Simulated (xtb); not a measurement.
hydrogen chloride (HCl), singlet, geometry from GFN2-xTB; GFN2-xTB in xtb.

Input for xtb:
```
$ xtb mol.xyz --gfn 2 --acc 0.0001 --json

# file mol.xyz
2

Cl    -0.00000000    -0.00000000    -0.07094563
H      0.00000000     0.00000000     1.20607566
```

Problem. Write the output that xtb gives for this input, abridged.

Solution. 
```
   ID    Z sym.   atoms
    1   17 Cl     1
    2    1 H      2

           -------------------------------------------------
          |                Calculation Setup                |
           -------------------------------------------------

           -------------------------------------------------
          |                 G F N 2 - x T B                 |
           -------------------------------------------------

          ...................................................
          :                      SETUP                      :
          :.................................................:
          :  # basis functions                  11          :
          :  # atomic orbitals                  10          :
          :  # shells                            4          :
          :  # electrons                         8          :
          :  max. iterations                   250          :
          :  Hamiltonian                  GFN2-xTB          :
          :  restarted?                      false          :
          :  GBSA solvation                  false          :
          :  PC potential                    false          :
          :  electronic temp.          300.0000000     K    :
          :  accuracy                    0.0001000          :
          :  -> integral cutoff          0.6500000E+02      :
          :  -> integral neglect         0.1000000E-11      :
          :  -> SCF convergence          0.1000000E-09 Eh   :
          :  -> wf. convergence          0.1000000E-07 e    :
          :  Broyden damping             0.4000000          :
          :  net charge                          0          :
          :  unpaired electrons                  0          :
          ...................................................

 iter      E             dE          RMSdq      gap      omega  full diag
   1     -5.0571708 -0.505717E+01  0.379E+00    9.16       0.0  T
   2     -5.0588279 -0.165706E-02  0.239E+00    9.01       1.0  T
   3     -5.0594934 -0.665527E-03  0.872E-01    8.92       1.0  T
   4     -5.0597519 -0.258418E-03  0.432E-01    9.01       1.0  T
   5     -5.0600241 -0.272205E-03  0.574E-02    9.17       1.2  T
   6     -5.0600274 -0.334306E-05  0.178E-02    9.18       4.0  T
   7     -5.0600275 -0.742571E-07  0.315E-03    9.18      22.5  T
   8     -5.0600275 -0.341596E-08  0.135E-04    9.18     524.4  T
   9     -5.0600275 -0.153300E-11  0.131E-05    9.18    5393.1  T
[...]
         :: total energy              -5.052813509017 Eh    ::
[...]
         3        2.0000           -0.4410268             -12.0009
         4        2.0000           -0.4410268             -12.0009 (HOMO)
         5                         -0.1037490              -2.8232 (LUMO)
         6                          0.0115854               0.3153
         7                          0.0115854               0.3153
         8                          0.0178436               0.4855
         9                          0.0178436               0.4855
        10                          0.2091760               5.6920
      -------------------------------------------------------------
                  HL-Gap            0.3372777 Eh            9.1778 eV
             Fermi-level           -0.2723879 Eh           -7.4121 eV

     #   Z          covCN         q      C6AA      α(0)
     1  17 Cl       0.844    -0.331   109.745    16.026
     2   1 H        0.844     0.331     0.629     1.243

 Mol. C6AA /au·bohr⁶  :        126.977562
 Mol. C8AA /au·bohr⁸  :       4959.451054
 Mol. α(0) /au        :         17.269310

Wiberg/Mayer (AO) data.
largest (>0.10) Wiberg bond orders for each atom

 ---------------------------------------------------------------------------
     #   Z sym  total        # sym  WBO       # sym  WBO       # sym  WBO
 ---------------------------------------------------------------------------
     1  17 Cl   0.890 --     2 H    0.890
     2   1 H    0.890 --     1 Cl   0.890
 ---------------------------------------------------------------------------

Topologies differ in total number of bonds
Writing topology from bond orders to xtbtopo.mol

molecular dipole:
                 x           y           z       tot (Debye)
 q only:        0.000       0.000       0.799
   full:       -0.000       0.000       0.414       1.053
molecular quadrupole (traceless):
                xx          xy          yy          xz          yz          zz
 q only:       -0.857       0.000      -0.857       0.000       0.000       1.714
  q+dip:       -1.070       0.000      -1.070       0.000      -0.000       2.140
   full:       -1.329      -0.000      -1.329       0.000      -0.000       2.659

           -------------------------------------------------
          | TOTAL ENERGY               -5.052813509017 Eh   |
          | GRADIENT NORM               0.000000158862 Eh/α |
          | HOMO-LUMO GAP               9.177794621054 eV   |
           -------------------------------------------------

normal termination of xtb
```
